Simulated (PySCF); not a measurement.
# Reading the logs of faulty runs: AlBGeH6N

These are calculations, not measurements. They come from PySCF 2.14.0, an open-source quantum chemistry program, on an isolated molecule that a program drew, which may never have been made. The molecule is AlBGeH6N (charge 0, doublet), drawn as the SMILES string `[AlH2][BH][NH][GeH2]`.

Each row is a Hartree-Fock (HF) and frozen-core CCSD(T) single point in the cc-pV(D+d)Z basis, meant for a local HF minimum. Run 1 is clean. Each other run has one planted mistake out of seven kinds, and not every kind appears here: one electron removed, one electron added, multiplicity raised by two, geometry at a saddle point, minimal basis STO-3G, one bond length entered in bohr, all coordinates scaled. The reference is restricted for singlets and unrestricted otherwise, and also for a bond in bohr. Adding or removing an electron swaps singlet and doublet. Electrons count all cores. HOMO and LUMO are orbital energies over both spins, the gradient is its largest component, and the lowest frequency (negative if imaginary) is given only where the gradient is small. Bond lengths are over the 9 bonds as drawn. T1 is the CCSD diagnostic: over 0.02 (restricted) or 0.045 (unrestricted) a single reference is doubtful. Germanium has the cc-pVDZ-PP basis, with a core potential (ECP10MDF) in place of its 10 inner electrons, and its 3s, 3p and 3d shells are frozen in CCSD(T).

Geometry of the clean run:
```xyz
10
AlBGeH6N, angstrom
Al   -2.4654    0.9909   -1.2374
B    -0.7343   -0.0797   -0.4767
N    -0.4880   -0.1699    0.9042
Ge    0.9636   -1.0008    1.7243
H    -2.8361    1.0936   -2.7798
H    -3.4523    1.7299   -0.2243
H     0.0619   -0.6352   -1.1993
H    -1.1155    0.3008    1.5301
H     1.4292   -2.1425    0.8143
H     0.4938   -1.5123    3.0986
```

```
run  electrons  basis functions  <S^2>  HOMO (eV)  LUMO (eV)  gradient (hartree/bohr)  lowest frequency (cm^-1)  mean bond (Å)  longest bond (Å)      T1  HF (hartree)  CCSD(T) (hartree)                          mistake
  1         63              104  0.754      -8.67       0.67                  4.2e-05                        78         1.5459             2.173  0.0169    -617.90381         -618.37328                         no fault
  2         63              104  0.754      -8.51       0.77                  4.4e-02                         -         1.4670             2.062  0.0154    -617.87851         -618.34175           all coordinates scaled
  3         62              104  0.000     -13.75      -6.84                  8.0e-02                         -         1.5459             2.173  0.0255    -617.61709         -618.08563             one electron removed
  4         64              104  0.000      -0.87       4.16                  7.0e-02                         -         1.5459             2.173  0.0362    -617.89883         -618.40725               one electron added
  5         63              104  1.756      -6.86       0.52                  1.5e-02                         -         1.7030             3.004  0.0198    -617.78245         -618.22877  one bond length entered in bohr
  6         63              104  3.759      -6.18      -0.65                  3.4e-02                         -         1.5459             2.173  0.0212    -617.80468         -618.26335                                ?
```

**Which mistake was planted in run 6, and what did it cost?**

Electrons, basis and geometry are unchanged, and <S^2> is 3.759, beside S(S+1) = 3.75 for a multiplicity of 4. So the mistake is: multiplicity raised by two. Subtracting run 1 and multiplying by 627.51 kcal/mol a hartree, the energy moved by 62.2 kcal/mol in HF and 69.0 kcal/mol in CCSD(T).

Cautions from the logs. Run 3: T1 is over the limit, so its CCSD(T) energy is less reliable; run 4: T1 is over the limit, so its CCSD(T) energy is less reliable.
